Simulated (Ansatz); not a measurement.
Harmonic vibrations of BH₄NSiZn, SMILES `[BH]1N[SiH2][Zn]1` by finite differences.

```yaml
crystal:
  periodic: [false, false, false]
  atoms:
    - {symbol: B, position_ang: [-0.377281, 1.198690, -0.937097]}
    - {symbol: N, position_ang: [-0.037493, 0.513631, 0.228880]}
    - {symbol: Si, position_ang: [0.295541, -1.272358, 0.304695]}
    - {symbol: Zn, position_ang: [-0.243581, -0.638619, -1.978356]}
    - {symbol: H, position_ang: [-0.599615, 2.369515, -1.008364]}
    - {symbol: H, position_ang: [0.029784, 1.042503, 1.095366]}
    - {symbol: H, position_ang: [1.657741, -1.430752, 0.905877]}
    - {symbol: H, position_ang: [-0.632994, -1.839711, 1.333299]}
basis:
  gaussian: {orbitals: def2-TZVP}
hamiltonian: {xc: pbe0, dispersion: d4}
phonons: {temperatures: {t_min: 298.15, t_max: 900, t_step: 200}}
```

```sh
$ ansatz run in.yaml --threads 4 --pin off --events-out ev --progress --plain --max-ram 10444MiB
```

It prints (some lines left out):

```
Functional definition: PBE0
mean field -58516.66780193 eV, -2150.4478776988 hartree, gradient 4.9e-5 eV, S^2 0.000000; 0 other end points of the search recorded, 0 dependent functions left out
mean field -58516.66776989 eV, -2150.4478765215 hartree, gradient 2.3e-6 eV, S^2 0.000000; 0 other end points of the search recorded, 0 dependent functions left out
mean field -58516.66777756 eV, -2150.4478768034 hartree, gradient 2.9e-6 eV, S^2 0.000000; 0 other end points of the search recorded, 0 dependent functions left out
mean field -58516.66767850 eV, -2150.4478731630 hartree, gradient 2.3e-6 eV, S^2 0.000000; 0 other end points of the search recorded, 0 dependent functions left out
mean field -58516.66765868 eV, -2150.4478724346 hartree, gradient 2.0e-6 eV, S^2 0.000000; 0 other end points of the search recorded, 0 dependent functions left out
mean field -58516.66769995 eV, -2150.4478739512 hartree, gradient 1.5e-6 eV, S^2 0.000000; 0 other end points of the search recorded, 0 dependent functions left out
mean field -58516.66771586 eV, -2150.4478745357 hartree, gradient 1.1e-6 eV, S^2 0.000000; 0 other end points of the search recorded, 0 dependent functions left out
mean field -58516.66777192 eV, -2150.4478765961 hartree, gradient 2.6e-6 eV, S^2 0.000000; 0 other end points of the search recorded, 0 dependent functions left out
mean field -58516.66777351 eV, -2150.4478766545 hartree, gradient 2.8e-6 eV, S^2 0.000000; 0 other end points of the search recorded, 0 dependent functions left out
mean field -58516.66768652 eV, -2150.4478734577 hartree, gradient 1.6e-6 eV, S^2 0.000000; 0 other end points of the search recorded, 0 dependent functions left out
mean field -58516.66765609 eV, -2150.4478723392 hartree, gradient 1.3e-6 eV, S^2 0.000000; 0 other end points of the search recorded, 0 dependent functions left out
mean field -58516.66761554 eV, -2150.4478708491 hartree, gradient 8.5e-7 eV, S^2 0.000000; 0 other end points of the search recorded, 0 dependent functions left out
mean field -58516.66760350 eV, -2150.4478704067 hartree, gradient 2.4e-6 eV, S^2 0.000000; 0 other end points of the search recorded, 0 dependent functions left out
mean field -58516.66772773 eV, -2150.4478749720 hartree, gradient 1.2e-6 eV, S^2 0.000000; 0 other end points of the search recorded, 0 dependent functions left out
mean field -58516.66772129 eV, -2150.4478747355 hartree, gradient 1.7e-6 eV, S^2 0.000000; 0 other end points of the search recorded, 0 dependent functions left out
mean field -58516.66771860 eV, -2150.4478746365 hartree, gradient 1.1e-6 eV, S^2 0.000000; 0 other end points of the search recorded, 0 dependent functions left out
mean field -58516.66775265 eV, -2150.4478758878 hartree, gradient 1.4e-6 eV, S^2 0.000000; 0 other end points of the search recorded, 0 dependent functions left out
mean field -58516.66773584 eV, -2150.4478752701 hartree, gradient 1.9e-6 eV, S^2 0.000000; 0 other end points of the search recorded, 0 dependent functions left out
mean field -58516.66772895 eV, -2150.4478750170 hartree, gradient 1.6e-6 eV, S^2 0.000000; 0 other end points of the search recorded, 0 dependent functions left out
mean field -58516.66779654 eV, -2150.4478775008 hartree, gradient 1.8e-6 eV, S^2 0.000000; 0 other end points of the search recorded, 0 dependent functions left out
mean field -58516.66779841 eV, -2150.4478775694 hartree, gradient 1.1e-6 eV, S^2 0.000000; 0 other end points of the search recorded, 0 dependent functions left out
mean field -58516.66777400 eV, -2150.4478766725 hartree, gradient 1.2e-6 eV, S^2 0.000000; 0 other end points of the search recorded, 0 dependent functions left out
mean field -58516.66778708 eV, -2150.4478771531 hartree, gradient 2.9e-6 eV, S^2 0.000000; 0 other end points of the search recorded, 0 dependent functions left out
mean field -58516.66776567 eV, -2150.4478763665 hartree, gradient 2.3e-6 eV, S^2 0.000000; 0 other end points of the search recorded, 0 dependent functions left out
mean field -58516.66778962 eV, -2150.4478772466 hartree, gradient 1.7e-6 eV, S^2 0.000000; 0 other end points of the search recorded, 0 dependent functions left out
mean field -58516.66779323 eV, -2150.4478773790 hartree, gradient 3.0e-6 eV, S^2 0.000000; 0 other end points of the search recorded, 0 dependent functions left out
mean field -58516.66779544 eV, -2150.4478774604 hartree, gradient 2.7e-6 eV, S^2 0.000000; 0 other end points of the search recorded, 0 dependent functions left out
mean field -58516.66773820 eV, -2150.4478753567 hartree, gradient 1.8e-6 eV, S^2 0.000000; 0 other end points of the search recorded, 0 dependent functions left out
mean field -58516.66772384 eV, -2150.4478748293 hartree, gradient 1.4e-6 eV, S^2 0.000000; 0 other end points of the search recorded, 0 dependent functions left out
mean field -58516.66779293 eV, -2150.4478773680 hartree, gradient 2.5e-6 eV, S^2 0.000000; 0 other end points of the search recorded, 0 dependent functions left out
mean field -58516.66779406 eV, -2150.4478774097 hartree, gradient 2.9e-6 eV, S^2 0.000000; 0 other end points of the search recorded, 0 dependent functions left out
mean field -58516.66779646 eV, -2150.4478774978 hartree, gradient 2.4e-6 eV, S^2 0.000000; 0 other end points of the search recorded, 0 dependent functions left out
mean field -58516.66779701 eV, -2150.4478775183 hartree, gradient 2.6e-6 eV, S^2 0.000000; 0 other end points of the search recorded, 0 dependent functions left out
mean field -58516.66775953 eV, -2150.4478761407 hartree, gradient 1.4e-6 eV, S^2 0.000000; 0 other end points of the search recorded, 0 dependent functions left out
mean field -58516.66775398 eV, -2150.4478759369 hartree, gradient 1.9e-6 eV, S^2 0.000000; 0 other end points of the search recorded, 0 dependent functions left out
mean field -58516.66770481 eV, -2150.4478741297 hartree, gradient 2.8e-6 eV, S^2 0.000000; 0 other end points of the search recorded, 0 dependent functions left out
mean field -58516.66769942 eV, -2150.4478739316 hartree, gradient 2.6e-6 eV, S^2 0.000000; 0 other end points of the search recorded, 0 dependent functions left out
mean field -58516.66775761 eV, -2150.4478760703 hartree, gradient 2.6e-6 eV, S^2 0.000000; 0 other end points of the search recorded, 0 dependent functions left out
mean field -58516.66775690 eV, -2150.4478760442 hartree, gradient 2.1e-6 eV, S^2 0.000000; 0 other end points of the search recorded, 0 dependent functions left out
mean field -58516.66778951 eV, -2150.4478772423 hartree, gradient 2.1e-6 eV, S^2 0.000000; 0 other end points of the search recorded, 0 dependent functions left out
mean field -58516.66780141 eV, -2150.4478776800 hartree, gradient 2.4e-6 eV, S^2 0.000000; 0 other end points of the search recorded, 0 dependent functions left out
mean field -58516.66779427 eV, -2150.4478774175 hartree, gradient 2.4e-6 eV, S^2 0.000000; 0 other end points of the search recorded, 0 dependent functions left out
mean field -58516.66778546 eV, -2150.4478770936 hartree, gradient 2.0e-6 eV, S^2 0.000000; 0 other end points of the search recorded, 0 dependent functions left out
mean field -58516.66778092 eV, -2150.4478769268 hartree, gradient 2.1e-6 eV, S^2 0.000000; 0 other end points of the search recorded, 0 dependent functions left out
mean field -58516.66777417 eV, -2150.4478766788 hartree, gradient 2.2e-6 eV, S^2 0.000000; 0 other end points of the search recorded, 0 dependent functions left out
mean field -58516.66778394 eV, -2150.4478770378 hartree, gradient 2.3e-6 eV, S^2 0.000000; 0 other end points of the search recorded, 0 dependent functions left out
mean field -58516.66779510 eV, -2150.4478774480 hartree, gradient 2.6e-6 eV, S^2 0.000000; 0 other end points of the search recorded, 0 dependent functions left out
mean field -58516.66777941 eV, -2150.4478768714 hartree, gradient 3.0e-6 eV, S^2 0.000000; 0 other end points of the search recorded, 0 dependent functions left out
mean field -58516.66777162 eV, -2150.4478765851 hartree, gradient 2.4e-6 eV, S^2 0.000000; 0 other end points of the search recorded, 0 dependent functions left out
Total energy: -58516.82447144 eV, -2150.4536351970 hartree
Atom 0 at    -0.377281     1.198690    -0.937097 Å, force    -0.000264    -0.000664    -0.000760 eV/Å
Atom 1 at    -0.037493     0.513631     0.228880 Å, force     0.000201     0.001364     0.000778 eV/Å
Atom 2 at     0.295541    -1.272358     0.304695 Å, force    -0.000086    -0.000238    -0.000045 eV/Å
Atom 3 at    -0.243581    -0.638619    -1.978356 Å, force     0.000208     0.000097     0.000923 eV/Å
Atom 4 at    -0.599615     2.369515    -1.008364 Å, force     0.000044     0.000613     0.000375 eV/Å
Atom 5 at     0.029784     1.042503     1.095366 Å, force    -0.000183    -0.000658    -0.001188 eV/Å
Atom 6 at     1.657741    -1.430752     0.905877 Å, force    -0.000299    -0.000278     0.000014 eV/Å
Atom 7 at    -0.632994    -1.839711     1.333299 Å, force     0.000379    -0.000237    -0.000099 eV/Å
Dipole moment:    -0.027880    -0.047350    -0.194775 e Å
Vibrations: 207.78 258.37 333.06 372.40 530.25 541.16 623.93 696.19 710.03 826.23 932.47 961.22 1145.94 1298.88 2155.99 2162.31 2641.18 3502.08 cm⁻¹, zero-point energy 1.233610 eV
```

Run time 80 s (4 threads of an Arm Neoverse V2 on a shared host); peak host memory 0.47 GiB.
